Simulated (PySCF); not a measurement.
Vertical excitations of a molecule C3H14Si3 from TDA-PBE0/def2-SVPD in PySCF 2.14.0, as energy in eV (oscillator strength): 6.75 (0.022), 7.05 (0.019), 7.10 (0.008), 7.24 (0.049), 7.36 (0.052), 7.48 (0.025). Lowest triplet (TDA): 6.05 eV. Geometry optimised at B3LYP-D3(BJ)/def2-SVP. One conformer was computed; it need not be the lowest.

**Question.** Which structure fits?
(A) CC(C)[SiH]([SiH3])[SiH3]
(B) C[C@@H]([SiH3])C([SiH3])[SiH3]
(C) C[SiH2]CC[SiH2][SiH3]
(D) CCC[SiH2][SiH2][SiH3]

**Answer.** C, C[SiH2]CC[SiH2][SiH3]
